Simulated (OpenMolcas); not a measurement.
**Mn4+: moving or changing the point charges**

Mn4+ among 3 point charges of -3 e arranged as a planar triangle (D3h), 1.96 Å from the ion.

```yaml
Program: OpenMolcas
Method: "SS-CASPT2, IPEA 0.25 Eh, imaginary shift 0.1 Eh (closed shells correlated: 3s 3p)"
Basis: ANO-RCC-VDZP [5s4p2d1f]
Scalar_Hamiltonian: DKH2, point nucleus
Active_space: 3 electrons in 5 orbitals (3d)
State_averaging: 2S+1 = 4 even, 10 roots; 2S+1 = 2 even, 40 roots
Spin-orbit_coupling: RASSI with atomic mean-field integrals over the reference wave functions
```

Runs around this geometry, states (labels of D3, the rotations of D3h). Energies in cm-1 above the lowest state or level, χT in cm3 K/mol.

| R (Å) | q (e) | Ground state | First state of that spin | First gap with spin-orbit (degeneracies) | χT at 300 K | First state of another spin |
| --- | --- | --- | --- | --- | --- | --- |
| 1.96 | -1.95 | 4A2 | 4A1 1 | 430 (2, 2) | 0.694 | 2A1 18450 |
| 1.77 | -3 | 4A2 | 4A2 1310 | 24 (2, 2) | 1.659 | 2E 18120 |
| 1.96 | -3 | 4A1 | 4A2 11 | 440 (2, 2) | 0.706 | 2E 17840 |
| 2.11 | -3 | 4A2 | 4A1 2 | 430 (2, 2) | 0.700 | 2A1 18370 |

The ground state changes within this set.

Roots that are degenerate in the reference are averaged as groups; the widest CASPT2 spread within a group is 140 cm-1 (the 2-fold group of multiplicity 4 near 3220 cm-1 above the lowest state of its run, R = 1.96, q = -3). Shifts and gaps below about the spread of the groups concerned are not significant. Free-ion shares, where given, are those of the reference states; single-state CASPT2 does not remix them. Spin-orbit coupling mixes the spin-free states strongly: the lowest level takes only 49 % from its leading state, 4A2 (figures for R = 1.96, q = -1.95; the like holds for R = 1.96, q = -3, R = 2.11, q = -3). The ground term spreads over less than 5000 cm-1, several times less than with real ligands, so orbital moments are less quenched and χT lies further from the spin-only value than at real sites (holds for R = 1.96, q = -1.95; R = 1.96, q = -3; R = 2.11, q = -3). This is an electrostatic model: the charges have no orbitals. No measured value stands beside these numbers.
